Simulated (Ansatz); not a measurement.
H4NO2Y, SMILES `[NH2][Y]([OH])[OH]`, charge 0, multiplicity 1.

(1) Give a relaxed structure at PBE0-D4/def2-TZVP (Ansatz). (Estimate.)

## Answers

(1) Ansatz gave: 
Cartesian coordinates in Å:
```
N 1.067 -1.178 -0.806
Y -0.220 0.246 0.167
O -1.119 1.622 -1.025
O -0.411 0.070 2.181
H 1.588 -1.927 -0.365
H 1.272 -1.235 -1.796
H -1.596 2.313 -1.474
H -0.581 0.088 3.118
```
Point group C2v.
